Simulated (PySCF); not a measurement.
C5H6S. Atoms are numbered in the order given.

```xyz
12

C     -0.1975    -2.4688     0.0000
C     -0.0252    -0.9825     0.0000
C      1.2449    -0.3230     0.0000
C      1.1422     1.0415     0.0000
S     -0.4974     1.5502     0.0000
C     -1.0556    -0.0747     0.0000
H     -1.2598    -2.7493     0.0000
H      0.2721    -2.9244    -0.8864
H      0.2721    -2.9244     0.8864
H      2.2002    -0.8512     0.0000
H      1.9457     1.7768     0.0000
H     -2.1245    -0.2859     0.0000
```
Charge 0, spin multiplicity 1.

The structure is a stationary point at PBE0-D3(BJ)/def2-SVP.

Method: PBE/def2-TZVP (PySCF).

Isolated molecule, no solvent.

The total energy is -591.98341 hartree and the point group is Cs. The highest occupied level comes out as -5.63 eV and the lowest empty level is -1.14 eV. The orbital gap comes out as 4.50 eV, the dipole moment is 0.85 D and the quadrupole, principal values (traceless, Buckingham form, about the centre of nuclear charge) is -6.35, 0.76, 5.59 D·Å. The mean static polarisability is 74.3 bohr³ (11.02 Å³) and the polarisability, principal values comes out as 47.8, 79.0, 96.2 bohr³.
